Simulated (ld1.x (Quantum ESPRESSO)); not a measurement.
## Fe (Z = 26): variants of one PAW potential

Base potential:

| Quantity | Value |
| --- | --- |
| Element | Fe (Z = 26) |
| Generator | ld1.x (Quantum ESPRESSO) 7.5 |
| Type | PAW |
| Functional | LDA (PZ) |
| Relativity | scalar-relativistic |
| Frozen core | [Ne] |
| Valence charge | 16 |
| Reference configuration | 3s2 3p6 3d6 4s1 4p0 (charge +1) |
| Partial waves | 3s (bound): rcut 1.45, rcutus 1.55 bohr; 4s (bound): rcut 1.45, rcutus 1.55 bohr; 3p (bound): rcut 1.55, rcutus 1.65 bohr; 4p (bound, empty): rcut 1.55, rcutus 1.65 bohr; 3d (bound): rcut 0.90, rcutus 0.95 bohr; 3d channel at 0.2 Ry: rcut 0.90, rcutus 0.95 bohr |
| Local potential | all-electron potential smoothed inside 1.50 bohr (lloc = -1) |
| Core correction | a·sin(br)/r model core, default radius (ld1.x builds one for every PAW set, though the input has nlcc=.false.) |
| Augmentation charge | GAUSS, radius 0.80 bohr |

Cutoffs, loose and tight: the cutoffs (Ry, on a coarse ladder) from which the occupation-weighted sum of valence levels, in a spherical-Bessel basis at the reference potential, stays within 10 and 1 mRy of its value at 400 Ry. They do not see the model core or the augmentation charge, which bear on the density cutoff. Test errors are all-electron minus pseudo excitation energies from the reference, over the configurations 3s2 3p6 3d6 4s2 4p0; 3s2 3p6 3d6 4s0 4p0; 3s2 3p6 3d5 4s0 4p0; 3s2 3p6 3d5 4s2 4p1; 3s2 3p6 3d6 4s0 4p1; 3s2 3p6 3d4 4s0 4p0; 3s2 3p5 3d6 4s2 4p0 (two spin-polarised tests are not counted in the largest error). A dash means not determined; rows that change the core or the reference have their own tests. The largest error is taken over the tests solved by every variant that gives reliable tests at all: 3s2 3p6 3d5 4s0 4p0; 3s2 3p6 3d5 4s2 4p1; 3s2 3p6 3d6 4s0 4p0; 3s2 3p6 3d6 4s0 4p1; 3s2 3p6 3d6 4s2 4p0.

Cutoffs are not given where the Bessel-basis levels miss the radial ones by over 6 mRy, ghosts where they miss by over 20 mRy; a channel whose overlap is not positive is not tested.

A file whose overlap is not positive is unfit for use, and its test errors describe a broken file.

```csv
change,outcome,bound ghosts,largest test error (meV)
base,"generated, overlap not positive",not determined (overlap not positive),+115
"waves 3d (bound): rcut 0.58, rcutus 0.62 bohr; 3d channel at 0.2 Ry: rcut 0.58, rcutus 0.62 bohr","generated, overlap not positive",not determined (overlap not positive),+111
"waves 3d (bound): rcut 0.70, rcutus 0.74 bohr; 3d channel at 0.2 Ry: rcut 0.70, rcutus 0.74 bohr","generated, overlap not positive",not determined (overlap not positive),+111
"waves 3d (bound): rcut 0.82, rcutus 0.86 bohr; 3d channel at 0.2 Ry: rcut 0.82, rcutus 0.86 bohr","generated, overlap not positive",not determined (overlap not positive),+112
"waves 3d (bound): rcut 0.90, rcutus 1.04 bohr; 3d channel at 0.2 Ry: rcut 0.90, rcutus 1.04 bohr","generated, overlap not positive",not determined (overlap not positive),+119
"waves 3d (bound): rcut 0.90, rcutus 1.12 bohr; 3d channel at 0.2 Ry: rcut 0.90, rcutus 1.12 bohr","generated, overlap not positive",not determined (overlap not positive),+123
"waves 3d (bound): rcut 0.90, rcutus 1.26 bohr; 3d channel at 0.2 Ry: rcut 0.90, rcutus 1.26 bohr","generated, overlap not positive",not determined (overlap not positive),+133
```

Task: What comes out with this change to the base: waves 3d (bound): rcut 0.90, rcutus 1.42 bohr; 3d channel at 0.2 Ry: rcut 0.90, rcutus 1.42 bohr?

Result: outcome: generated, overlap not positive; bound ghosts: not determined (overlap not positive); largest test error (meV): +149. A file whose overlap is not positive is unfit for use, and its test errors describe a broken file.
